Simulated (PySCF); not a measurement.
PySCF job for SeFI, SMILES F[Se]I, B3LYP-D3(BJ)/def2-TZVP. Geometry: B3LYP-D3(BJ)/def2-TZVP. The def2 effective core potentials stand for the cores of I; spin–orbit coupling is left out.

```python
import numpy as np
from pyscf import gto, scf, dft, df
from pyscf.hessian import thermo

mol = gto.M(
    atom='''
    Se    0.41264742   -1.30480306    0.00000000
    F    -1.24276351   -1.93313612    0.00000000
    I    -0.05368190    1.16531187    0.00000000
    ''',
    basis='def2-TZVP',
    ecp={'I': 'def2-tzvp'},
    charge=0,
    spin=0,
    max_memory=1600,
    verbose=3,
)
mf = dft.RKS(mol, xc='b3lyp').density_fit(auxbasis='def2-universal-jkfit')
mf.disp = 'd3bj'
mf.grids.level = 3
mf.conv_tol = 1e-11
mf.max_cycle = 100
mf.kernel()

# [left out here: the lines that compute and print the analytic Hessian (its translational invariance restored by hand, since the grid's response is missing), thermochemistry and intensities]
```

Program output:

```
converged SCF energy = -2799.28218582549

WARN: DFTD3 does not support analytical Hessian, using finite difference


WARN: Mole.unit (angstrom) is changed to Bohr

Mode                                 0                   1                   2
Irrep
Freq [cm^-1]                      160.9230            255.0134            638.2319
Reduced mass [au]                  24.1215             79.4350             22.2321
Force const [Dyne/A]                0.3680              3.0436              5.3357
Char temp [K]                     231.5323            366.9074            918.2736
Normal mode                   x     y     z       x     y     z       x     y     z
       0  Se                 0.03  0.01  0.00    0.03 -0.09  0.00    0.05  0.01 -0.00
       1   F                -0.04  0.19  0.00   -0.01  0.04  0.00   -0.19 -0.07 -0.00
       2   I                -0.01 -0.03  0.00   -0.01  0.05  0.00   -0.00  0.00 -0.00
temperature 298.1500 [K]
pressure 101325.00 [Pa]
Rotational constants [GHz] 11.73593 1.33856 1.20152
Symmetry number 1
Zero-point energy (ZPE) 0.00240 [Eh]   6305.326 [J/mol]
                           tot       elec      trans        rot        vib
Entropy [J/mol/K]       309.578      0.000    176.287    113.949     19.342
Cv [J/mol/K]             44.175      0.000     12.472     12.472     19.232
Cp [J/mol/K]             52.490      0.000     20.786     12.472     19.232
Internal energy [J/mol]                      3718.434   3718.434   9571.792
Internal energy [Eh]   -2799.27571  -2799.28219
Enthalpy [J/mol]                             6197.391   3718.434   9571.792
Enthalpy [Eh]          -2799.27476
Gibbs free energy [J/mol]                  -46362.505 -30255.443   3804.849
Gibbs free energy [Eh] -2799.30992
mode   freq/cm-1   IR/(km/mol)
   1      160.92         1.489
   2      255.01         9.873
   3      638.23        88.605
max |gradient| / (hartree/bohr): 0.00010347564598110508
APT charges: [ 0.6265 -0.4999 -0.1267]
```

The run converged.

Cost: around 100 core-seconds (rough).
